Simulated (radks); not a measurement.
Q: These are the eigenvalues of the occupied orbitals of an atom or ion with whole-number occupations (hartree). Calculated with a radial shooting solver on a logarithmic mesh with Libxc functionals: scalar-relativistic Kohn-Sham, PBE, spin-polarised, spherical densities, finite nucleus; Fermi nuclear charge, rms radius of each element as measured or else 0.836 A^(1/3) + 0.57 fm.

| orbital | eigenvalue |
|---|---|
| 1s down | -1907.965 |
| 1s up | -1907.965 |
| 2s up | -318.4030 |
| 2s down | -318.4009 |
| 2p up | -283.2235 |
| 2p down | -283.2220 |
| 3s up | -72.72195 |
| 3s down | -72.62092 |
| 3p up | -61.87088 |
| 3p down | -61.77032 |
| 3d up | -47.71081 |
| 3d down | -47.63387 |
| 4s up | -16.51734 |
| 4s down | -16.29451 |
| 4p up | -12.92156 |
| 4p down | -12.70195 |
| 4d up | -7.97986 |
| 4d down | -7.76440 |
| 5s up | -3.79220 |
| 5s down | -3.69070 |
| 5p up | -2.82792 |
| 5p down | -2.74853 |
| 4f up | -2.56085 |
| 5f up | -0.72178 |

Which element is it, and in what charge state? The configuration may be excited. Open shells, if any, are filled with parallel spins first.

A: Z = 65, terbium, charge +4: Tb4+ in [Xe] 4f6 5f1. The list shows which subshells hold electrons but not how many an open one holds; the 1s level, -1908 hartree, gives Z - s = 61.8 by -(Z - s)^2/2, which with screening and relativity narrows Z to a few neighbours, and the depths of the outer levels then fix element, charge and occupations together.
